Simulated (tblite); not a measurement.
C5H10GeSi.
SMILES with atom numbers: `[CH:1]#[C:2][GeH2:3][Si@@H:4]1[CH2:5][C@H:6]1[CH3:7]` (hydrogens: H8 on C1; H9, H10 on Ge3; H11 on Si4; H12, H13 on C5; H14 on C6; H15, H16, H17 on C7)

Computed with GFN2-xTB (tblite), gas phase: L-BFGS steps from a force-field or distance-geometry start until the largest atomic force falls under 0.01 eV/Å.

Step 34: E = -525.7859 eV
```
atom  x, y, z in Å  |  force x, y, z in eV/Å
C1      4.3871    0.3565   -1.2795   -0.003  -0.009   0.009
C2      3.4666    0.4046   -0.5061    0.007  -0.009  -0.001
Ge3     1.9923    0.5206    0.6819    0.011   0.005   0.033
Si4     0.0146   -0.0458   -0.3972   -0.016   0.030  -0.019
C5     -1.4910    1.0206    0.0028    0.014   0.010  -0.003
C6     -1.5515   -0.3778    0.6160   -0.007   0.006   0.007
C7     -2.6511   -1.2836    0.1284   -0.008  -0.005  -0.011
H8      5.1994    0.3107   -1.9482    0.002  -0.006  -0.010
H9      2.3675   -0.3378    1.8643    0.024  -0.008  -0.001
H10     2.0638    1.9315    1.2097   -0.022   0.000   0.012
H11     0.1025   -0.6239   -1.7343   -0.041   0.002  -0.008
H12    -1.4070    1.8430    0.7012    0.003   0.017  -0.011
H13    -2.2289    1.2220   -0.7610   -0.008  -0.015   0.015
H14    -1.4605   -0.3971    1.6980    0.010   0.015   0.021
H15    -2.7516   -1.2074   -0.9514    0.016  -0.042  -0.021
H16    -2.4535   -2.3217    0.3892    0.016  -0.009  -0.018
H17    -3.6057   -1.0023    0.5753    0.003   0.018   0.009
```

Step 35: E = -525.7862 eV
```
atom  x, y, z in Å  |  force x, y, z in eV/Å
C1      4.3878    0.3560   -1.2791    0.004  -0.010  -0.002
C2      3.4670    0.4041   -0.5062   -0.005  -0.008   0.011
Ge3     1.9931    0.5201    0.6825    0.002   0.009   0.033
Si4     0.0138   -0.0443   -0.3970    0.008   0.043  -0.015
C5     -1.4926    1.0210    0.0026    0.010   0.009  -0.003
C6     -1.5505   -0.3784    0.6160   -0.033   0.036   0.017
C7     -2.6504   -1.2839    0.1282    0.001  -0.006  -0.002
H8      5.1992    0.3096   -1.9486    0.006  -0.006  -0.012
H9      2.3683   -0.3409    1.8640    0.021   0.000  -0.007
H10     2.0652    1.9317    1.2110   -0.021  -0.013   0.010
H11     0.1005   -0.6192   -1.7349   -0.038  -0.006  -0.019
H12    -1.4100    1.8446    0.7006    0.000   0.001  -0.020
H13    -2.2312    1.2201   -0.7617    0.004  -0.015   0.028
H14    -1.4596   -0.3952    1.6983    0.007   0.005   0.011
H15    -2.7487   -1.2104   -0.9520    0.014  -0.039  -0.016
H16    -2.4533   -2.3211    0.3919    0.016  -0.022  -0.019
H17    -3.6055   -1.0019    0.5736    0.004   0.022   0.005
```

**Question.** Estimate the geometry and energy of step 36. (The exact step hangs on the optimiser's Hessian estimate; all steps are aligned on step 35, rigid shifts and turns removed.)

**Answer.** E = -525.7867 eV, largest force 0.085 eV/Å
```
atom  x, y, z in Å  |  force x, y, z in eV/Å
C1      4.3887    0.3550   -1.2783    0.010  -0.012  -0.014
C2      3.4675    0.4034   -0.5062   -0.018  -0.005   0.025
Ge3     1.9943    0.5194    0.6841   -0.008   0.008   0.021
Si4     0.0129   -0.0413   -0.3970    0.037   0.050  -0.008
C5     -1.4946    1.0217    0.0024   -0.003   0.008   0.001
C6     -1.5495   -0.3785    0.6162   -0.051   0.064   0.024
C7     -2.6494   -1.2845    0.1278    0.014  -0.005   0.010
H8      5.1988    0.3079   -1.9494    0.008  -0.005  -0.010
H9      2.3701   -0.3453    1.8633    0.018   0.009  -0.010
H10     2.0664    1.9317    1.2129   -0.018  -0.024   0.011
H11     0.0965   -0.6126   -1.7360   -0.033  -0.014  -0.029
H12    -1.4143    1.8470    0.6991   -0.003  -0.013  -0.026
H13    -2.2345    1.2171   -0.7621    0.015  -0.011   0.033
H14    -1.4581   -0.3922    1.6991    0.000  -0.009  -0.005
H15    -2.7441   -1.2153   -0.9532    0.011  -0.032  -0.003
H16    -2.4526   -2.3205    0.3953    0.014  -0.031  -0.017
H17    -3.6051   -1.0010    0.5711    0.007   0.022  -0.004
```

The energy changes by -0.0005 eV. The first-order estimate −F·Δx gives -0.0006 eV and the mean of the old and new forces, exact on a quadratic surface, -0.0005 eV. The step makes an angle of 70° with the force vector and moves no atom by more than 0.008 Å.

The cost below is that of the whole relaxation. Hardware: one thread of an Intel Xeon at 2.50 GHz, no GPU, shared host. Cost: 1.6 s.
